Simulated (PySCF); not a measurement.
SMILES COCC(=O)O (C3H6O3), singlet, GFN2-xTB optimised geometry.

```
12

C      1.33    -1.08     0.00
O     -0.08    -1.08     0.00
C     -0.66     0.20     0.00
C     -0.51     0.97    -1.30
O      0.12     0.64    -2.26
O     -1.19     2.12    -1.24
H      1.63    -2.12     0.07
H      1.73    -0.64    -0.92
H      1.72    -0.53     0.87
H     -0.26     0.83     0.81
H     -1.73     0.05     0.18
H     -1.10     2.61    -2.07
```

Density from B3LYP/def2-TZVP (PySCF) at that geometry.

Minimum of the electron density along straight lines between bonded atoms, close to the bond critical point (lines longer than 1.1 times the sum of covalent radii, or with two minima, are not listed):

```csv
bond,length / Å,ρ at the minimum / e bohr⁻³,∇²ρ there / e bohr⁻⁵,position (fraction from the first atom)
C1–O2,1.412,0.261,-0.57,0.36
O2–C3,1.396,0.278,-0.69,0.64
C3–C4,1.521,0.262,-0.70,0.48
C4–O5,1.198,0.439,-0.24,0.34
C4–O6,1.340,0.312,-0.69,0.35
C1–H7,1.088,0.289,-1.04,0.65
C1–H8,1.092,0.287,-1.02,0.65
C1–H9,1.097,0.281,-0.98,0.64
C3–H10,1.103,0.278,-0.96,0.65
C3–H11,1.094,0.286,-1.02,0.65
O6–H12,0.971,0.350,-2.39,0.81
```
